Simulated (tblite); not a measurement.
BF, charge -1, doublet, at a GFN2-xTB geometry (the spin is typed, not shown lowest); GFN1-xTB (tblite 0.6.0).

tblite was given this input:
```
$ tblite run mol.xyz --method gfn1 --charge -1 --spin 1 --grad --json tblite.json --no-restart

# file mol.xyz
2

B     -0.00000000    -0.00000000    -1.05967647
F      0.00000000     0.00000000     0.58870915
```

Output, abridged:

```
xTB calculator
 | screened Coulomb repulsion
 | Coulomb electrostatics
 |  * isotropic Klopman-Ohno-Mataga-Nishimoto electrostatics
 |  * onsite third-order electrostatics
 | DFT-D3(BJ) dispersion correction

halogen bonding energy    0.0000000000000E+00 Eh
repulsion energy          1.1044394514459E-03 Eh
dispersion energy        -1.2138136846872E-04 Eh
number of electrons       1.1000000000000E+01 e
integral cutoff           2.1261634374110E+01 bohr

------------------------------------------------------------
  cycle        total energy    energy error   density error
------------------------------------------------------------
      1     -6.599504775867  -6.6004878E+00   3.7687673E-01
      2     -6.600457202304  -9.5242644E-04   2.1529152E-01
      3     -6.600496029277  -3.8826973E-05   2.2956412E-02
      4     -6.600519102383  -2.3073106E-05   1.1780609E-03
      5     -6.600519280754  -1.7837100E-07   1.7717935E-05
------------------------------------------------------------

electronic energy        -6.6015023388367E+00 Eh
total energy             -6.6005192807537E+00 Eh

Post processing:
 | Mayer-Wiberg bond orders

[Info] Tight-binding results written to 'tblite.txt'
[Info] JSON dump of results written to 'tblite.json'
```
